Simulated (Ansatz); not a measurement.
Consider the formal exchange of groups at the Al–F bond: `C#[C][AlH][F]` + GeH₄ → `C#[C][AlH][GeH3]` + H–F.

Isolated molecules relaxed with PBE0-D4/def2-TZVP in Ansatz; ΔE leaves out vibrations. CBS: MP2 limit from def2 TZ/QZ plus the TZ coupled-cluster correction, frozen cores. This one scheme is used for every species. Functionals use def2-TZVPP. HSE06 is defined as in plane-wave codes. For Ge outer-core shells are correlated without core-valence functions, which leaves a few kJ/mol of doubt a bond. Scalar relativity is left out up to krypton.

`C#[C][AlH][F]`:

Cartesian coordinates in Å:
```
C -0.782 0.744 1.502
C -0.265 0.262 0.520
Al 0.498 -0.530 -1.022
F 1.939 0.062 -1.550
H -1.234 1.172 2.369
H -0.157 -1.709 -1.820
```

GeH₄:

Cartesian coordinates in Å:
```
Ge 0.000 0.000 0.000
H 1.406 -0.055 0.611
H -0.257 -1.279 -0.807
H -0.108 1.219 -0.925
H -1.041 0.115 1.121
```

`C#[C][AlH][GeH3]`:

Cartesian coordinates in Å:
```
C -1.800 -1.354 -1.901
C -1.023 -1.206 -0.983
Al 0.201 -0.922 0.449
Ge 0.959 1.386 0.899
H -2.485 -1.490 -2.707
H 0.696 -2.177 1.275
H -0.141 2.431 0.639
H 1.448 1.579 2.348
H 2.145 1.753 -0.018
```

H–F:

Cartesian coordinates in Å:
```
F 0.427 -0.071 -0.156
H -0.427 0.071 0.156
```

```tsv
level	ΔE (kcal/mol)
PBE-D4	34.7
HSE06	35.7
```

Q: What does CCSD(T)/CBS give? (Best estimate.)

A: Ansatz gave: +38.0 kcal/mol. The listed levels differ from it by -3.3, -2.3 kcal/mol.

Largest T1 diagnostic among the species: 0.013.

From BLYP to BHLYP (50 % exact exchange), in def2-TZVPP and without D4, ΔE moves by +1.4 kcal/mol. In def2-TZVPP, CCSD(T) changes the Hartree–Fock value by −5.1 kcal/mol (the triples alone add −0.7 kcal/mol) and MP2 by −4.0 kcal/mol.
